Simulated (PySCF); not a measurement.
A calculated (MN15, PySCF 2.14, aug-cc-pVDZ-DK, scalar relativity by spin-free X2C-1e) atom or ion has these occupied shells.

```json
{"shell": "1s α", "electrons": "1", "orbital energy (eV)": "-561.23", "rms radius, mean of both spins (bohr)": "0.232"}
{"shell": "1s β", "electrons": "1", "orbital energy (eV)": "-559.90", "rms radius, mean of both spins (bohr)": "0.232"}
{"shell": "2s α", "electrons": "1", "orbital energy (eV)": "-63.220", "rms radius, mean of both spins (bohr)": "1.14"}
{"shell": "2s β", "electrons": "1", "orbital energy (eV)": "-58.821", "rms radius, mean of both spins (bohr)": "1.14"}
{"shell": "2p α", "electrons": "2", "orbital energy (eV)": "-48.505", "rms radius, mean of both spins (bohr)": "1.11"}
```

Name the element and its charge.

O²⁺ (oxygen, charge +2), in [He] 2s2 2p2, high-spin 3P determinant.
